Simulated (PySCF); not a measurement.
# From a computed spectrum to the compound

A species of 5 atoms with charge 0 has these harmonic modes (PBE0, small Gaussian bases with core potentials, PySCF 2.14.0):

```json
{"cm⁻¹": "41", "km/mol": "11.1"}
{"cm⁻¹": "84", "km/mol": "23.6"}
{"cm⁻¹": "92", "km/mol": "0.0"}
{"cm⁻¹": "251", "km/mol": "7.8"}
{"cm⁻¹": "271", "km/mol": "60.2"}
{"cm⁻¹": "331", "km/mol": "37.5"}
{"cm⁻¹": "362", "km/mol": "1.5"}
{"cm⁻¹": "2681", "km/mol": "3.2"}
{"cm⁻¹": "2681", "km/mol": "24.7"}
```

(1) Which species is it, and in which structure?

## Answers

(1) Eu(SH)2 (singlet in the valence; each metal's 4f electrons, 7 of them, lie in its core potential, out of spins and levels):
```xyz
5

Eu    0.0000    0.0000   -0.3732
S     2.4283   -0.1401    0.9003
H     3.1512   -0.2000   -0.2445
S    -2.4283    0.1401    0.9003
H    -3.1512    0.2000   -0.2445
```
Ideal gas at 298.15 K and 1 bar: S = 381.0 J/(mol K), Cp = 85.8 J/(mol K), H − H(0 K) = 20.5 kJ/mol (rigid rotor, harmonic modes, spin degeneracy alone, that of the 4f electrons in the core included; the modes under 60 cm⁻¹ make these uncertain). An lcecp potential fixes the number of 4f electrons, so in runs with it no electron can move into or out of that shell.
 Other answers can fit too; this one was computed.
